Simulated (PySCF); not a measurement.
**Predicted spectroscopic data**

Isolated molecule, rapidly exchanging positions averaged, non-relativistic Hamiltonian, a single conformation. Shielding tensors at PBE0/pcSseg-1 (GIAO); J: B3LYP/pcJ-1 (spin–dipole term left out of most H,H and C,H couplings); structure optimised with GFN2-xTB; PySCF 2.14.

δ = σ(ref) − σ, references computed at the same level: 1H (σ = 31.72 ppm), 13C (σ = 186.93 ppm) against TMS. Multiplet labels drop J under 1 Hz and among equivalent protons, and merge close values. Unscaled 3J(H,H) run several per cent high. Where no couplings were computed, multiplicities follow the n + 1 count of equivalent neighbours, and m marks all less simple cases (inequivalent or close neighbours, rings, F or P nearby). One-bond C–F couplings are unscaled and too large by tens of Hz. Shifts are as computed. Against solution values, carbons near 30 ppm lie about +3 ppm off and those near 130 ppm about +5 ppm (rms about the fit 2.1 ppm; single classes can miss by 10 ppm). Of 1328 compounds with measured shifts, 309 miss one by over three times the rms of a fit or turn the order of signals round; such compounds aren't used in these exercises. Signals without a measured value on file couldn't be tested in this way; 1H shifts scatter by 0.2 ppm about their fit, and single ones miss by 0.5 ppm. OH and NH positions are gas-phase values without hydrogen bonding to other molecules.

**1.** `CCc1ncc[nH]1`, C$_{5}$H$_{8}$N$_{2}$. 1H NMR (500 MHz, computed): δ 8.02 (br s, 1H), 7.16 (m, 1H), 6.82 (m, 1H), 2.73 (q, 2H), 1.24 (t, 3H). 13C{1H} NMR (computed): δ 151.4, 134.8, 117.8, 27.2, 19.0.

**2.** 5-methylspiro(2.4)hepta-4,6-diene, C$_{8}$H$_{10}$. 1H NMR (500 MHz, computed): δ 6.57 (d, 1H), 6.27 (d, 1H), 5.90 (s, 1H), 2.19 (s, 3H), 1.41 (m, 2H), 1.40 (m, 2H). 13C{1H} NMR (computed): δ 149.0 (CH), 147.3 (C), 141.4 (CH), 139.3 (CH), 40.5 (C), 18.4 (CH3), 14.6 (CH2).

**3.** SMILES C=C(C)CF, C$_{4}$H$_{7}$F. 1H NMR (500 MHz, computed): δ 5.53 (dtq, J = 3.4, 2.8, 1.5 Hz, 1H), 5.38 (d of sext, J = 5.9, 2.2 Hz, 1H), 5.08 (dtq, J = 52.9, 2.7, 1.3 Hz, 2H), 1.73 (ddq, J = 1.9, 1.8, 1.3 Hz, 3H). 13C{1H} NMR (computed): δ 148.8 (d, J = 11.5 Hz), 114.8 (d, J = 12.4 Hz), 88.5 (d, J = 231.0 Hz), 20.6 (d, J = 1.9 Hz).
